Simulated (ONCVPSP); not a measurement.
**lithium (Li), ONCV: configuration errors across variants**

ONCVPSP 4.0.1 input, shortened (lines: element, Z, core and valence counts, functional; n l f; lmax; l rc ep ncon nbas qcut; lloc lpopt rc5 dvloc0; l nproj debl; icmod fcfact rcfact), PBE, scalar-relativistic:

```
  Li 3.00    0    2        4      upf
    1    0    2.00
    2    1    1.00
    2
    0    0.60    0.00    3    7   25.70
    1    4.00    0.00    5    9    1.90
    2    3.05    0.02    4    7    3.50
    4    5    0.55    2.00
    0    2    2.10
    1    2    0.60
    2    2    2.70
    0    0.00    0.00
```

All-electron excitation energies from the reference (eV): (1) 1s2 2s1 2p0 -1.787; (2) 1s2 2p0 3.509; (3) 1s2 2s0.5 2p0 0.262; (4) 1s1 2s1 2p0 66.620.

A true bound ghost makes a file unfit for plane-wave use even where its test errors are small: the radial tests pick states by their node count and pass the ghost by.

Errors AE − PS in meV (a dash: test not solved or not reliable):

| change | (1) | (2) | (3) | (4) | bound ghosts | GHOST(+) flags above zero |
| --- | --- | --- | --- | --- | --- | --- |
| base | -17 | +28 | +0.2 | +153 | p | none |
| all radii scaled by about 0.79 (s 0.48, p 3.14, d 2.40 bohr); local potential polynomial inside 0.44 bohr (lpopt 5, dvloc0 2 Ha) | -0.9 | +4.0 | +0.2 | – | p | d |
| all radii scaled by about 0.90 (s 0.54, p 3.62, d 2.76 bohr); local potential polynomial inside 0.50 bohr (lpopt 5, dvloc0 2 Ha) | -11 | +19 | -0.1 | +116 | p, s | none |
| all radii scaled by about 0.94 (s 0.56, p 3.76, d 2.88 bohr); local potential polynomial inside 0.52 bohr (lpopt 5, dvloc0 2 Ha) | -14 | +22 | -0.1 | +126 | p, s | none |
| all radii scaled by about 1.11 (s 0.66, p 4.46, d 3.40 bohr); local potential polynomial inside 0.62 bohr (lpopt 5, dvloc0 2 Ha) | -22 | +35 | +0.7 | +204 | p | none |
| all radii scaled by about 1.24 (s 0.74, p 4.98, d 3.80 bohr); local potential polynomial inside 0.68 bohr (lpopt 5, dvloc0 2 Ha) | -26 | +43 | +2.0 | +280 | p | none |
| all radii scaled by about 1.31 (s 0.78, p 5.24, d 4.00 bohr); local potential polynomial inside 0.72 bohr (lpopt 5, dvloc0 2 Ha) | -27 | +47 | +2.9 | +316 | p | none |

Problem. Give the same row for: all radii scaled by about 1.04 (s 0.62, p 4.16, d 3.16 bohr); local potential polynomial inside 0.58 bohr (lpopt 5, dvloc0 2 Ha).

Solution. -19, +30, +0.3, +170; bound ghosts: p; GHOST(+) flags above zero: none.
